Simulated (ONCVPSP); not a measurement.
# lanthanum: one change to an ONCV potential, before and after

ONCVPSP 4.0.1 input, shortened (lines: element, Z, core and valence counts, functional; n l f; lmax; l rc ep ncon nbas qcut; lloc lpopt rc5 dvloc0; l nproj debl; icmod fcfact rcfact), PBEsol, fully relativistic:

```
  La 57.00    9    4  -116133      upf
    1    0    2.00
    2    0    2.00
    2    1    6.00
    3    0    2.00
    3    1    6.00
    3    2   10.00
    4    0    2.00
    4    1    6.00
    4    2   10.00
    5    0    2.00
    5    1    6.00
    5    2    1.50
    6    0    1.50
    3
    0    2.20    0.00    4    8    4.60
    1    1.95    0.00    4    7    4.70
    2    3.40    0.00    3    8    5.00
    3    3.70    0.41    3    8    2.60
    4    5    1.35    3.00
    0    2    3.70
    1    2    2.00
    2    2    0.40
    3    2    1.90
    0    0.00    0.00
```

Open shells are filled in proportion to 2j + 1.

In the f channel the program set the typed energies aside and used -0.126, 1.774 Ha (j = l + 1/2; the other j can differ).

Change: d: rc 4.26.

Cutoffs: the cutoffs (Ha) at which the residual kinetic energy of the hardest occupied pseudo-wave falls to 1 and 0.1 mHa per electron; they do not see the model core or the augmentation charge, which bear on the density cutoff. Errors are all-electron minus pseudo energies relative to the spin-unpolarised reference configuration.

Task: What does the change do?

Result: The potential gets neither clearly harder nor softer (12 Ha and 35 Ha → 12 Ha and 35 Ha); of the 4 tests that both files solve, the error grows in 3 and shrinks in 0 by more than 15 % and 0.3 meV (median size 0.2 → 1.2 meV); neither file shows a bound ghost. More of the atom is replaced by a form fitted at one configuration, so other configurations suffer.

```csv
quantity,base,changed
"cutoff, loose",12 Ha,12 Ha
"cutoff, tight",35 Ha,35 Ha
loose cutoff by channel,"s 8.8 Ha, p 12 Ha, d 5.9 Ha","s 8.8 Ha, p 12 Ha, d 5.1 Ha"
bound ghosts,none,none
GHOST(+) flags under 300 eV,"s at 32.9 eV, f5/2 at 211.7 eV, f7/2 at 211.7 eV","s at 32.9 eV, f5/2 at 211.7 eV, f7/2 at 211.7 eV"
"error for 5s2 5p6 5d1 6s2, meV [ΔE -0.36 eV]",-0.8,+0.9
"error for 5s2 5p6 5d1 6s1, meV [ΔE 5.64 eV]",0.0,+1.6
"error for 5s2 5p6 5d1 6s0, meV [ΔE 16.49 eV]",0.0,+1.1
"error for 5s2 5p6 5d1 6s1.5, meV [ΔE 2.06 eV]",-0.4,+1.2
s: phases at 2.24 bohr within 0.05 rad from the reference energy up to (Ha; the scan ends near 5),1.0,1.0
p3/2: phases at 1.98 bohr within 0.05 rad from the reference energy up to (Ha; the scan ends near 5),3.2,3.2
p1/2: phases at 1.98 bohr within 0.05 rad from the reference energy up to (Ha; the scan ends near 5),3.1,3.1
f7/2: phases at 3.76 bohr within 0.05 rad from the reference energy up to (Ha; the scan ends near 5),-0.1,-0.1
f5/2: phases at 3.76 bohr within 0.05 rad from the reference energy up to (Ha; the scan ends near 5),n/a,n/a
```

Base: The cutoffs count occupied waves only; projector 2 of the f channel, the hardest unoccupied one, needs 44 Ha at the loose tolerance. Changed file: The cutoffs count occupied waves only; projector 2 of the f channel, the hardest unoccupied one, needs 44 Ha at the loose tolerance.
